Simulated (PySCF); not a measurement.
First SCF of a structure search on quintet ReO₂⁻, at a hand-made side-on geometry. PySCF input:

```python
from pyscf import gto, scf, dft
mol = gto.M(atom='''
Re     0.000000     0.000000     0.000000
O      0.700000     0.000000     1.850851
O     -0.700000     0.000000     1.850851''',
    basis={'Re': 'def2-SVPD', 'O': 'def2-SVPD'},
    ecp={'Re': 'def2-SVPD'},
    charge=-1, spin=4)
mf = dft.UKS(mol, xc='PBE0')
mf.grids.atom_grid = (50, 194)
aux = {'Re': 'def2-universal-JKFIT', 'O': 'def2-universal-JKFIT'}
mf = mf.density_fit(auxbasis=aux)
mf.conv_tol = 1e-08
mf.diis_space = 10
mf.max_cycle = 60
mf.init_guess = 'minao'
mf.verbose = 4
mf.kernel()
```

Excerpt of the output (cycles alone):

```
init E= -216.303356387127
cycle= 1 E= -227.987240021782  delta_E= -11.7  |g|= 0.606  |ddm|= 5.65
cycle= 2 E= -225.419326241528  delta_E= 2.57  |g|= 2.02  |ddm|= 5.81
cycle= 3 E= -228.213938579049  delta_E= -2.79  |g|= 0.354  |ddm|= 5.09
cycle= 4 E= -228.246574928089  delta_E= -0.0326  |g|= 0.264  |ddm|= 1.17
cycle= 5 E= -228.282772488147  delta_E= -0.0362  |g|= 0.108  |ddm|= 0.611
cycle= 6 E= -228.288422257873  delta_E= -0.00565  |g|= 0.0614  |ddm|= 0.136
cycle= 7 E= -228.292318654961  delta_E= -0.0039  |g|= 0.0154  |ddm|= 0.213
cycle= 8 E= -228.292976769128  delta_E= -0.000658  |g|= 0.00604  |ddm|= 0.0933
cycle= 9 E= -228.293168555146  delta_E= -0.000192  |g|= 0.00303  |ddm|= 0.0519
cycle= 10 E= -228.293276258485  delta_E= -0.000108  |g|= 0.00146  |ddm|= 0.0589
cycle= 11 E= -228.293287171464  delta_E= -1.09e-05  |g|= 0.000558  |ddm|= 0.0215
cycle= 12 E= -228.29328755228  delta_E= -3.81e-07  |g|= 0.000141  |ddm|= 0.00396
cycle= 13 E= -228.293287582337  delta_E= -3.01e-08  |g|= 4.4e-05  |ddm|= 0.000802
cycle= 14 E= -228.293287585685  delta_E= -3.35e-09  |g|= 1.03e-05  |ddm|= 0.000224
Extra cycle  E= -228.293287585973  delta_E= -2.88e-10  |g|= 1.66e-05  |ddm|= 8.46e-05
converged SCF energy = -228.293287585973  <S^2> = 6.1239961  2S+1 = 5.0493548
```

This is not the lowest solution: another start and a stability analysis within the same unrestricted form found one 74.3 kJ/mol lower, at -228.32160 Eh.

Other spin states or occupations of the open shell can lie lower. With an element this heavy the missing spin–orbit coupling can shift these numbers.

The search for the lowest solution, 3 starts and the stability check together, took 15 s on 2 threads of a shared AMD EPYC 7R43 64-Core (Zen 3) host, with 81 basis functions; the process peaked at 0.4 GiB. Launch command: `OMP_NUM_THREADS=2 python axn.py task.json out`.
